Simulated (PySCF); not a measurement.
**Electronic absorption of C7H10OSi**

C7H10OSi.
SMILES: `C#C[C@@H]1C[Si@@H]1/C=C/OC`

Method: PySCF, TDDFT wB97X-D/def2-SVPD, vertical, gas phase, core orbitals frozen in the response. Isolated species at its PBE0-D3(BJ)/def2-SVP geometry (one conformer only). Torsions of this conformer, `[CH:1]#[C:2][C@@H:3]1[CH2:4][Si@@H:5]1/[CH:6]=[CH:7]/[O:8][CH3:9]`: C4–Si5–C6–C7 149°, C6–C7–O8–C9 -1°.

| state | E (eV) | E (hartree) | f | \|μ\| (D) | main configurations (H = HOMO, L = LUMO) |
| --- | --- | --- | --- | --- | --- |
| S1 | 5.56 | 0.2044 | 0.269 | 3.57 | H→L (72%), H→L+2 (10%) |
| S2 | 5.76 | 0.2117 | 0.140 | 2.53 | H→L+2 (31%), H→L (19%), H→L+3 (10%) |
| S3 | 6.23 | 0.2290 | 0.112 | 2.17 | H-1→L (31%), H→L+3 (21%) |
| S4 | 6.37 | 0.2339 | 0.0082 | 0.58 | H→L+1 (41%), H→L+3 (17%) |
| S5 | 6.45 | 0.2371 | 0.025 | 1.01 | H→L+1 (17%), H-1→L (15%), H→L+3 (11%) |
| S6 | 6.52 | 0.2398 | 0.0008 | 0.18 | H→L+5 (25%), H→L+3 (18%), H→L+4 (13%) |
| S7 | 6.71 | 0.2468 | 0.017 | 0.80 | H→L+4 (67%), H→L+8 (9%) |
| S8 | 6.77 | 0.2489 | 0.133 | 2.28 | H-2→L (41%), H-1→L (16%) |
| S9 | 6.89 | 0.2531 | 0.067 | 1.60 | H-1→L+2 (22%), H→L+2 (14%), H-1→L (14%) |
| S10 | 7.21 | 0.2649 | 0.015 | 0.74 | H-1→L+1 (20%), H→L+8 (11%), H→L+10 (10%) |

Triplets, Tamm–Dancoff:

```
state  E (eV)  λ (nm)  main configurations (H = HOMO, L = LUMO)
   T1    4.10   302.1       H→L (57%), H-1→L (13%), H-2→L (13%)
   T2    4.91   252.6       H→L (17%), H→L+3 (13%), H-1→L (11%)
   T3    5.42   228.9     H→L+2 (22%), H→L+5 (11%), H→L+8 (10%)
   T4    5.50   225.5   H-2→L+2 (13%), H-2→L+8 (9%), H→L+2 (9%)
```

The lowest singlet comes at 223 nm (537 kJ/mol) in the ultraviolet; it is strong; its leading configuration is HOMO→LUMO (72%). The lowest level is also the most intense of those listed (f = 0.269). Löwdin shares by element: HOMO carbon 45% or more, silicon 15% (atoms not listed hold the other 40%); LUMO carbon 44% or more, silicon 17%, oxygen 10% (atoms not listed hold the other 30%). The listed states span 1.65 eV, and the widest gap between neighbours is 0.47 eV (S2 to S3). Weighted by f, the mean energy of these states is 6.10 eV. Orbital energies (eV): HOMO-3 -10.36, HOMO-2 -9.40, HOMO-1 -8.98, HOMO -7.91, LUMO 1.46, LUMO+1 2.16, LUMO+2 2.37. The vertical ionisation energy (ΔSCF) is 7.97 eV, 0.76 eV above S10. Only the lowest 10 singlets were computed, as vertical energies without vibronic structure.
